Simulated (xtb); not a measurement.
xtb input:

```bash
xtb mol.xyz --gfn 2 --sp --chrg 1 --uhf 0
```
mol.xyz:
```
9

N     -0.93026498    -1.02388437    -0.09689389
B      0.12343345     0.13390261     0.01118721
O     -0.40707698     1.23231897     0.54338142
O      1.31549808    -0.23591554    -0.45102721
H     -1.25488705    -1.31431870     0.82998653
H     -0.54094133    -1.84335391    -0.56821346
H     -1.76285105    -0.72006426    -0.60941861
H      0.12660636     2.02547360     0.67334537
H      2.05939179     0.37871334    -0.44221239
```

Predict the final energy.

-14.50949 Eh (GFN2-xTB).

It need not be the lowest isomer of its formula.
